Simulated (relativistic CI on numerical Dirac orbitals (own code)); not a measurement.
Electric-dipole lines of Ta56+

Computed by Dirac-Coulomb-Breit CI, KLI orbitals optimised for each configuration, model QED (radiative potential, 1s self-energy scaled to tabulated hydrogen-like ionisation energies), unscaled Slater integrals (own radial code, finite nucleus).

Configuration list (outside the closed core [Ne]): 3s2.3p5, 3s.3p6, 3s2.3p4.3d, 3s.3p5.3d, 3p6.3d, 3s.3p4.3d2, 3s2.3p3.3d.4p, 3p6.4s, 3s.3p4.3d.4s, 3s2.3p4.4s, 3p6.4p, 3s2.3p4.4p, 3s2.3p3.3d2, 3s2.3p2.3d3, 3s.3p3.3d3, 3s2.3p2.3d2.4s, 3s2.3p2.3d2.4p. Double excitations out of closed p, d and f shells are left out; levels of such configurations are missing from the list, as are those of other unlisted configurations, and high levels can miss mixing partners.

| λ vac (Å) | Lower | Upper | A (s⁻¹) | gf | Branching (%) |
| --- | --- | --- | --- | --- | --- |
| 20.080 | 3s2.3p4.3d 4D_3/2 [2] | 3s2.3p3.3d2 4P°_1/2 [85] | 5.29e+12 | 6.39e-01 | 86.8 |
| 20.091 | 3s2.3p4.3d 2D_5/2 [13] | 3s2.3p3.3d2 2P°_3/2 [155] | 4.50e+12 | 1.09e+00 | 80.4 |
| 20.097 | 3s2.3p4.3d 2D_3/2 [6] | 3s2.3p3.3d2 2D°_3/2 [102] | 5.44e+12 | 1.32e+00 | 88.1 |
| 20.120 | 3s2.3p4.3d 2F_7/2 [5] | 3s2.3p3.3d2 2D°_5/2 [90] | 4.45e+12 | 1.62e+00 | 90.4 |
| 20.147 | 3s2.3p4.3d 4F_9/2 [8] | 3s2.3p3.3d2 4D°_7/2 [133] | 5.07e+12 | 2.47e+00 | 99.0 |
| 20.176 | 3s2.3p4.3d 4D_5/2 [3] | 3s2.3p3.3d2 4D°_3/2 [87] | 4.33e+12 | 1.06e+00 | 80.7 |
| 20.276 | 3s2.3p4.3d 2F_7/2 [7] | 3s2.3p3.3d2 4P°_5/2 [127] | 4.31e+12 | 1.59e+00 | 95.1 |
| 20.293 | 3s2.3p4.3d 2D_5/2 [13] | 3s2.3p3.3d2 2F°_7/2 [151] | 2.94e+12 | 1.45e+00 | 68.3 |
| 20.337 | 3s2.3p4.3d 4D_5/2 [3] | 3s2.3p3.3d2 4D°_5/2 [84] | 2.34e+12 | 8.71e-01 | 69.8 |
| 20.338 | 3s2.3p4.3d 2F_7/2 [5] | 3s2.3p3.3d2 2F°_7/2 [86] | 4.40e+12 | 2.18e+00 | 86.2 |
| 20.411 | 3s2.3p4.3d 4F_9/2 [8] | 3s2.3p3.3d2 2G°_9/2 [123] | 1.31e+12 | 8.16e-01 | 83.3 |
| 20.439 | 3s2.3p5 2P°_3/2 [1] | 3s2.3p4.3d 2P_1/2 [40] | 6.05e+12 | 7.57e-01 | 100.0 |
| 20.459 | 3s2.3p4.3d 2P_1/2 [9] | 3s2.3p3.3d2 2D°_3/2 [130] | 3.04e+12 | 7.64e-01 | 89.4 |
| 20.531 | 3s2.3p4.3d 2D_5/2 [11] | 3s2.3p3.3d2 2F°_5/2 [140] | 3.79e+12 | 1.44e+00 | 87.9 |
| 20.619 | 3s2.3p4.3d 2F_7/2 [7] | 3s2.3p3.3d2 2G°_7/2 [116] | 2.71e+12 | 1.38e+00 | 90.4 |
| 20.641 | 3s2.3p4.3d 2D_5/2 [11] | 3s2.3p3.3d2 2F°_7/2 [139] | 1.89e+12 | 9.65e-01 | 86.3 |
| 20.663 | 3s2.3p5 2P°_3/2 [1] | 3s2.3p4.3d 2P_3/2 [38] | 2.94e+12 | 7.54e-01 | 100.0 |
| 20.745 | 3s2.3p5 2P°_3/2 [1] | 3s2.3p4.3d 2D_5/2 [36] | 2.93e+12 | 1.13e+00 | 100.0 |
| 20.747 | 3s2.3p4.3d 4F_9/2 [8] | 3s2.3p3.3d2 2G°_9/2 [114] | 2.37e+12 | 1.53e+00 | 91.0 |
| 20.765 | 3s2.3p4.3d 2F_7/2 [7] | 3s2.3p3.3d2 4F°_9/2 [112] | 2.13e+12 | 1.38e+00 | 94.7 |
| 20.775 | 3s2.3p4.3d 4F_9/2 [8] | 3s2.3p3.3d2 4G°_11/2 [113] | 2.26e+12 | 1.75e+00 | 100.0 |
| 21.882 | 3s2.3p4.3d 4D_5/2 [3] | 3s2.3p3.3d2 4H°_7/2 [69] | 9.37e+11 | 5.38e-01 | 88.9 |
| 24.054 | 3s2.3p4.3d 4D_5/2 [3] | 3s.3p5.3d 4D°_5/2 [63] | 8.34e+11 | 4.34e-01 | 62.3 |
| 24.327 | 3s2.3p4.3d 2F_7/2 [5] | 3s.3p5.3d 4F°_7/2 [62] | 7.21e+11 | 5.12e-01 | 65.9 |
| 34.727 | 3s2.3p4.3d 2G_7/2 [27] | 3s2.3p3.3d2 2H°_9/2 [131] | 7.93e+11 | 1.43e+00 | 90.8 |
| 35.161 | 3s2.3p4.3d 2F_7/2 [5] | 3s2.3p3.3d2 2G°_9/2 [35] | 6.42e+11 | 1.19e+00 | 98.9 |
| 35.521 | 3s2.3p5 2P°_3/2 [1] | 3s2.3p4.3d 2D_5/2 [13] | 6.60e+11 | 7.49e-01 | 100.0 |
| 35.690 | 3s2.3p4.3d 4D_5/2 [3] | 3s2.3p3.3d2 2G°_7/2 [32] | 4.88e+11 | 7.46e-01 | 93.4 |
| 35.941 | 3s2.3p5 2P°_3/2 [1] | 3s2.3p4.3d 2P_3/2 [12] | 4.80e+11 | 3.72e-01 | 100.0 |
| 37.309 | 3s2.3p4.3d 2D_5/2 [13] | 3s2.3p3.3d2 2F°_7/2 [54] | 6.05e+11 | 1.01e+00 | 67.7 |

Terms are leading LS components. Brackets give the number of a level in order of energy, since labels repeat. The list gives strong lines, with weight on those to low levels, without lines whose two gauges differ by over a factor of 2.5, among the lowest 200 of 2504 levels, so that lines to higher ones, which can be the strongest, are missing. Levels whose partners in the same complex of configurations lie outside the list can be far off, and so can their lines. Rates are taken at the computed energies, electric ones in the length gauge.

At this charge energies of transitions that change n are usually good to better than 1 %, and those within a shell (Δn = 0) to a few per cent.

LS names give the leading component of a level, which can be under half, so a name can repeat, a term be missing and a line seem to break the LS rules.
